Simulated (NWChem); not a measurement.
System: C4H9Cl; SMILES ClCCCC

```xyz
14

C     -0.4567     2.7260     0.1561
C     -0.3087     1.3161    -0.3932
C      0.7845     0.5153     0.3008
C      0.9602    -0.8970    -0.2158
Cl    -0.4893    -1.9162     0.0722
H      0.4744     3.3049     0.0424
H     -0.7064     2.7130     1.2293
H     -1.2551     3.2782    -0.3622
H     -1.2621     0.7712    -0.2941
H     -0.0945     1.3573    -1.4762
H      0.5914     0.4772     1.3869
H      1.7566     1.0281     0.1789
H      1.7975    -1.4048     0.2816
H      1.1404    -0.9117    -1.3008
```
Atoms are numbered in this order, from 1.

Computed with NWChem. Pople sets run with spherical d functions. All runs use the structure optimised with PBE0/def2-SVP. Total energies compare along this basis series because the functional is fixed.

```csv
level,basis functions,energy (Ha),highest occupied level (eV),orbital gap (eV),dipole (D)
B3LYP/STO-3G,38,-611.1608,-6.11,10.35,2.24
B3LYP/3-21G,67,-614.9962,-7.86,9.08,2.32
B3LYP/6-31G*,92,-618.0467,-7.85,8.89,2.09
B3LYP/6-31+G*,112,-618.0531,-8.02,8.10,2.15
B3LYP/def2-SVP,119,-617.8079,(withheld),8.93,(withheld)
B3LYP/def2-SVPD,179,-617.8277,-8.07,8.36,2.07
B3LYP/def2-TZVP,215,-618.1451,-7.97,8.59,1.97
B3LYP/6-311++G**,181,-618.1285,-8.04,7.75,2.10
```

Question: Complete the blanks.

Answer: 
- B3LYP/def2-SVP, highest occupied level (eV): -7.73
- B3LYP/def2-SVP, dipole (D): 1.79
